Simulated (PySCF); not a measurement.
```xyz
3
charge 1 multiplicity 3, angstrom
Ir    0.0000    0.0000   -0.2789
S     1.7480    0.0000    0.8369
S    -1.7480    0.0000    0.8369
```

All numbers come from UPBE in PySCF with Ir def2-SVP with ECP60, S def2-SVP; scalar-relativistic core potentials, no spin–orbit coupling; density-fitted integrals.

This geometry of IrS₂⁺ is a stationary point at this level.

Task: What is the point group?

Result: C2v.

Task: Is it a minimum?

Result: Yes: all harmonic wavenumbers are real.

Task: Which band is strongest in the infrared?

Result: 505 cm⁻¹ (b2), 5 km/mol.

Task: Give the atomic charges and bond orders.

Result: 
```
atom  Mulliken  Löwdin  polar tensor  spin (Mulliken)  Mayer order to Ir1
 Ir1      0.47   -0.19          0.80             0.98                   –
S2,3      0.26    0.59          0.10             0.51                2.06
```
Other Mayer orders above 0.3: S–S 0.60.

This need not be the most stable arrangement of these atoms. Other spin states or occupations of the open shell can lie lower. No spin–orbit coupling is included, which matters more the heavier the element.
